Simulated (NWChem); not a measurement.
# SiH₄S; SMILES [SiH3]S

All runs: NWChem. Pople sets run with spherical d functions. Coordinates come from a PBE0-D3(BJ)/def2-TZVP optimisation. LC-ωPBE (HJS hole) with 6-31G*; x = 1 − exp(−ω/0.25 bohr⁻¹) is a scale chosen for this fit.

```
row           x  −ε(HOMO) (eV)
--------  -----  -------------
ω = 0.10  0.330           7.64
ω = 0.20  0.551           8.80
ω = 0.25  0.632           9.25
ω = 0.30  0.699           9.62
ω = 0.50  0.865       withheld
```

Question: Fit a straight line of the last column on the one before it, predict the withheld value, and compare with the run.

Answer: 
1. Means of the 4 shown rows: x = 0.5530, y = 8.828. Slope Σ(x − x̄)(y − ȳ)/Σ(x − x̄)² = 0.4139/0.07729 = 5.356; intercept 5.866.
2. The shown rows scatter about the line by 0.010 (root mean square); the largest residual is -0.02, at ω = 0.20.
3. At x = 0.865 (ω = 0.50; beyond the shown range) the line gives 10.50.
4. The run gives 10.56, +0.06 from the line.
